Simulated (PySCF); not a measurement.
Compound: C₇H₉FO.
Numbering: `[CH2:1]=[CH:2][C@H:3]1[CH2:4][CH2:5][C:6]([F:7])=[CH:8][O:9]1`

Probes without a nucleus sit at each ring's centroid and 1 Å off its mean plane on both sides; NICS is minus the shielding there, NICSzz its component along the normal. Level: GIAO PBE0/pcSseg-1 (PySCF, non-relativistic, gas phase) on the GFN2-xTB geometry, one conformer.

Ring bond lengths (Å), with Mayer bond orders in brackets: C3–C4 1.539 (1.02), C4–C5 1.528 (1.02), C5–C6 1.494 (1.05), C6–C8 1.327 (1.77), C8–O9 1.357 (1.02), O9–C3 1.422 (0.87).

Give the NICS values of each ring in ppm.

```json
{"ring": "C3–C4–C5–C6–C8–O9", "type": "6-membered ring with O; formal bonds 1 double, 5 single", "NICS(0)": "-3.8", "NICS(1), two faces": "-2.6 / -2.1", "NICS(1)zz, two faces": "-0.6 / -2.5", "rms pucker (Å)": "0.20", "centre to ring atoms, mean (Å)": "1.41"}
```

What can be read from them?

- C3–C4–C5–C6–C8–O9: mean NICS(1)zz -1.5 ppm, near zero. C3, C4, C5 have four or more neighbours, so the value isn't read as a sign of a π ring current.
